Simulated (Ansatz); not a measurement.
Basis sets compared for Li₆H₆⁻ (the lowest doublet isomer of a short search). Charge -1, multiplicity 2. Geometry r2SCAN-D4/def2-TZVPD. Ansatz on 4 threads of Arm Neoverse V1 on a shared host; times are rough, and most runs start from earlier orbitals.

```csv
atom,x (Å),y (Å),z (Å)
Li1,0.012,1.361,0.272
Li2,-2.139,0.101,-0.412
Li3,2.136,-0.104,0.411
Li4,-1.144,-0.357,1.818
Li5,-0.013,-1.362,-0.275
Li6,1.146,0.354,-1.822
H7,1.710,-1.197,-1.005
H8,-1.734,-1.462,0.472
H9,0.570,-0.261,1.282
H10,1.732,1.465,-0.471
H11,-0.568,0.263,-1.277
H12,-1.708,1.200,1.006
```

At PBE-D4/def2-SVPD, PBE-D4/def2-TZVPD, PBE0-D4/def2-SVPD, PBE0-D4/def2-TZVPD the highest occupied level of the charge -1 doublet lies above zero (up to 1.07 eV). Energy differences put its binding near zero (0.03 eV; vertical, to the charge 0 singlet, at PBE0-D4/def2-TZVPD), which leaves it undecided. The structure comes from a short search, and lower isomers may exist.

| level | functions | energy (Eh) | HOMO (eV) | LUMO (eV) | wall time |
| --- | --- | --- | --- | --- | --- |
| PBE-D4/def2-SVPD | 120 | -48.6344 | 1.07 | 1.31 | 3.2 s |
| PBE0-D4/def2-SVPD | 120 | -48.6683 | 0.88 | 1.55 | 3.7 s |

(1) Estimate the rows for PBE-D4/def2-TZVPD, PBE0-D4/def2-TZVPD.

Answers

(1) 
```
             level  functions  energy (Eh)  HOMO (eV)  LUMO (eV)  wall time
 PBE-D4/def2-TZVPD        156     -48.6744       0.96       1.18        6 s
PBE0-D4/def2-TZVPD        156     -48.7071       0.77       1.39      7.5 s
```
